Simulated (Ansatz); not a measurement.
Basis-set extrapolation for `FCB1N[SiH2]1` (PBE0-D4/def2-TZVP geometry, frozen core, the Gaussian-basis code of Ansatz). Multiplicity 1, RHF reference.

```
                      def2-TZVPP   def2-QZVPP
                 HF  -508.378800  -508.397679
    MP2 correlation    -0.837021    -0.901883
CCSD(T) correlation    -0.908370      not run
```

Energies in hartree. Use E(X) = E(∞) + A·exp(−7.88·√X) for Hartree–Fock and E(X) = E(∞) + B·X^(−2.97) for correlation, with X = 3 and 4, and add CCSD(T) minus MP2 of the smaller set to the MP2 limit.

Q: What is the CCSD(T) energy at the basis-set limit?

A: HF limit: -508.397679 + (-0.018879) × 0.13774 = -508.40028. MP2 limit: -0.901883 + (-0.064862) × 0.74074 = -0.94993. Higher-order term: -0.908370 − (-0.837021) = -0.07135. Total: -509.42156 hartree, 352.8 kJ/mol below CCSD(T)/def2-TZVPP.
